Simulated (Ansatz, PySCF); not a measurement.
This Ansatz (a quantum-chemistry and plane-wave program) input computes a B3LYP/def2-TZVPD energy:

Ansatz 0.2 input:
```yaml
crystal:
  periodic: [false, false, false]
  atoms:
    - {symbol: Sb, position_ang: [0.01053139, 0.00269813, 0.58266342]}
    - {symbol: Cl, position_ang: [0.93192439, -1.47042764, -0.88433446]}
    - {symbol: Cl, position_ang: [-0.96351856, 1.46233327, -0.86365582]}
basis:
  gaussian:
    orbitals: def2-TZVPD
hamiltonian:
  xc: {name: B3LYP}
total_charge: 1
output: {forces: true}
```

Question: Write an input for the same energy in PySCF and say what it gives.

Answer: 
```python
from pyscf import gto, scf, dft

mol = gto.M(
    atom='''
    Sb    0.01053139    0.00269813    0.58266342
    Cl    0.93192439   -1.47042764   -0.88433446
    Cl   -0.96351856    1.46233327   -0.86365582
    ''',
    basis='def2-tzvpd',
    ecp='def2-tzvp',
    charge=1,
    spin=0,
    verbose=4,
)

mf = dft.RKS(mol, xc='b3lyp').density_fit(auxbasis='def2-universal-jkfit')
mf.grids.level = 3
mf.conv_tol = 1e-9
mf.max_cycle = 100
mf.max_memory = 1500
mf.kernel()
if not mf.converged:
    mf = mf.newton()
    mf.kernel(mf.make_rdm1())
mf.analyze()
```
It gives -1160.55931 Eh, and Ansatz -1160.55927 Eh, a difference of 0.04 mEh, from the treatment of integrals and grids.
